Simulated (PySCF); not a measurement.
Input of a run (PBE0-D3(BJ)/def2-SVP geometry optimisation, gas phase (PySCF 2.14.0)), started from GFN2-xTB:
```
{"job": {"xc": "PBE0", "basis": "def2-SVP", "d3": "d3bj", "grid": 1, "kind": "geom"}, "charge": 0, "multiplicity": 1}
C     -2.594039    -0.722599     0.435976
Si    -1.317932     0.604905    -0.042293
As     0.542967     0.306372     1.327492
Si     1.361682    -1.629523     0.346212
Si     1.963237     1.808216     0.283369
H     -3.514502    -0.627715    -0.131135
H     -2.196647    -1.719106     0.258754
H     -2.845542    -0.650992     1.491595
H     -1.922737     1.932439     0.175145
H     -1.075942     0.495598    -1.495498
H      1.372132    -1.627570    -1.125949
H      0.560396    -2.790520     0.762555
H      2.741669    -1.885598     0.782461
H      3.337271     1.626127     0.772192
H      2.015940     1.702117    -1.183101
H      1.564450     3.186794     0.598298
```

Output (energies in Eh, forces in Eh/bohr):
```
step   0  E = -3147.84563630  max force = 0.017182
step   1  E = -3147.85068370  max force = 0.002362
step   2  E = -3147.85096216  max force = 0.001365
step   3  E = -3147.85103801  max force = 0.000704
step   4  E = -3147.85104770  max force = 0.000435
optimisation converged
```

Problem. Summarise the run.

Solution. The energy falls by 14.2 kJ/mol over 5 energy and gradient evaluations, the largest force component goes from 0.0172 to 4.4e-04 Eh/bohr, and the atoms move by 0.101 Å rms after alignment. The bond that changes most is As3–Si5 (ends: arsenic bonded to 3 Si; SiH3 silicon), which lengthens by 0.046 Å. Bonds longer at the end by more than 0.005 Å: 14 of 15; shorter: 1. Among the angles that change most is As3–Si2–H10, from 116.0° to 111.3°. The energy never rose by more than 1e-6 Eh on the way. The first step brought 93 % of the lowering.

Problem. What are the final bond lengths?

Solution. C1–Si2 1.879 Å, Si2–As3 2.371 Å, As3–Si4 2.363 Å, As3–Si5 2.362 Å, C1–H6 1.101 Å, C1–H7 1.101 Å, C1–H8 1.100 Å, Si2–H9 1.496 Å, Si2–H10 1.498 Å, Si4–H11 1.497 Å, Si4–H12 1.495 Å, Si4–H13 1.494 Å, Si5–H14 1.494 Å, Si5–H15 1.496 Å, Si5–H16 1.494 Å. Numbering counts from 1 in the input's order; the species is `[SiH2]([As]([SiH3])[SiH3])C`.

The run used 155 basis functions and 31 SCF cycles in all. On one thread, x86-64 server, no GPU, shared host, this took 63 s.

No PBE0-D3(BJ)/def2-SVP frequencies stand behind this structure, so it isn't proved a minimum. One conformer, not necessarily the lowest.

Shape of the structure used: `[CH3:1][SiH2:2][As:3]([SiH3:4])[SiH3:5]`: C1–Si2–As3–Si4 74°.
